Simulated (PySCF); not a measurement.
A series of derivatives of CB(F)F

Parent skeleton `[CH3:1][B:2]([F:3])[F:4]`; one hydrogen on atom 1 is replaced by X. Hydrogens on one atom are averaged.

PySCF 2.14.0 with density-fitted response routines calculation with PBE0-D3(BJ)/def2-SVP geometry and GIAO PBE0/pcSseg-1 shieldings; non-relativistic Hamiltonian, isolated molecule, averaged over atoms made equivalent by symmetry, fast rotation or ring inversion, one computed conformer.

Scale: ¹³C, ¹H against TMS; ¹¹B vs BF3·OEt2; CFCl3 for ¹⁹F (reference shieldings calculated alike).

Parent (X = H): C1 -4.1, B2 30.1, F3/F4 -57.7, H(C1) 0.48 ppm. Effects are Δδ = δ(X) − δ(H), positive for deshielding.

(1) Order these by the shift of F3/F4, most shielded first.
A. X = BMe2
B. X = B(OH)2
C. X = OiPr
D. X = C2H5

(2) Order these by the shift of C1, most shielded first.
A. X = N-pyrrolyl
B. X = C2H5
C. X = isopropenyl
D. X = OiPr
E. X = BMe2
F. X = B(OH)2

(3) Order these by the shift of H(C1), most shielded first.
A. X = B(OH)2
B. X = BMe2
C. X = C2H5
D. X = N-pyrrolyl

Results:

(1) C (-9.1 ppm), D (-6.9 ppm), B (-3.2 ppm), A (-0.4 ppm).

(2) F (+7.6 ppm), B (+20.6 ppm), C (+29.7 ppm), E (+32.3 ppm), A (+40.1 ppm), D (+57.8 ppm).

(3) A (+0.20 ppm), C (+0.37 ppm), B (+1.23 ppm), D (+3.09 ppm).

Unscaled 19F shifts against computed CFCl3 carry errors that often reach 10 to 50 ppm.
